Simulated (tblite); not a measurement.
Torsional barriers computed with GFN2-xTB (tblite), climbing-image nudged elastic band, gas phase; electronic energies of the top image counted from the start geometry. The bands met a force threshold of 0.05 eV/Å; their tops weren't refined or checked by frequencies and can lie a kcal/mol or more above the method's true saddle points. Atom numbers follow the mapped SMILES.

**Question.** Rank the forward barriers of these bands, lowest first.
A. `[CH3:1]/[C:2](=[CH:3]\[F:4])[CH2:5][CH2:6][CH:7]([F:8])[F:9]`: C5–C6–C7–F9 from 163° to -70°
B. `[CH3:1][O:2][C@@H:3]1[CH:4]=[C:5]([Cl:6])[C@H:7]([F:8])[CH2:9]1`: C9–C3–O2–C1 from 75° to 170°
C. `[CH3:1][O:2][C@@H:3]1[CH2:4][C@:5]1([Cl:6])/[CH:7]=[CH:8]/[F:9]`: C5–C3–O2–C1 from 88° to -155°

**Answer.** B (1.3 kcal/mol), C (2.4 kcal/mol), A (3.2 kcal/mol).

```tsv
SMILES	ends of the turned bond	barrier (kcal/mol)	end above start (kcal/mol)	dihedral at top (°)	bond at start (Å)	bond at top (Å)	Eyring rate at 298 K (s⁻¹)
CO[C@@H]1C=C(Cl)[C@H](F)C1	sp3 carbon bound to oxygen / ether oxygen	1.3	-0.1	124	1.406	1.412	7 × 10^11
CO[C@@H]1C[C@]1(Cl)/C=C/F	sp3 carbon bound to oxygen / ether oxygen	2.4	1.3	147	1.382	1.394	1 × 10^11
C/C(=C\F)CCC(F)F	chain CH2 carbon / CHF2 carbon	3.2	0.4	-135	1.520	1.533	3 × 10^10
```

Rates take the electronic barrier for the free energy of activation. GFN2-xTB barriers can miss by several kcal/mol, and conformer orders can be wrong, so the ranking may change at better levels.
